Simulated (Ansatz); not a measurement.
CH3NSSi, SMILES `[SiH3]N=C=S`. Total charge 0; spin multiplicity 1.

Cartesian coordinates in Å:
```
Si 0.1608 0.3171 1.0361
N -0.0903 -0.1789 -0.5834
C -0.2647 -0.5224 -1.7064
S -0.4950 -0.9761 -3.1892
H 1.6191 0.4023 1.2813
H -0.4732 1.6424 1.2257
H -0.4568 -0.6844 1.9359
```

(1) List the harmonic frequencies (cm⁻¹, unscaled) at PBE0-D4/def2-TZVP in Ansatz. (Estimate.)

(2) Is this a minimum?

(3) Give the ideal-gas thermochemistry at 298.15 K and 1 bar (rigid rotor, harmonic oscillator; point group C3v, symmetry number 3).

(4) And at 400, 500, 600, 800 and 1000 K?

Results:

(1) The calculation gave: 63, 63, 498, 498, 505, 702, 702, 944, 944, 947, 1079, 2175, 2254, 2255, 2255.

(2) Yes, all 15 modes are real.

(3) Zero-point energy 95.0 kJ/mol; H(298) − E = 111.9 kJ/mol; entropy 308.9 J/(mol·K), of which translation 164.9, rotation 95.1, vibration 48.9; G(298) − E = 19.8 kJ/mol. Modes under 100 cm⁻¹ are hindered rotations or soft bends, so the harmonic entropy is rough.

(4) 
```
T (K)  H − E (kJ/mol)  S (J/mol/K)  G − E (kJ/mol)
  400           120.7        334.2           -12.9
  500           130.5        356.0           -47.5
  600           141.3        375.5           -84.1
  800           164.8        409.3          -162.6
 1000           190.5        437.9          -247.4
```
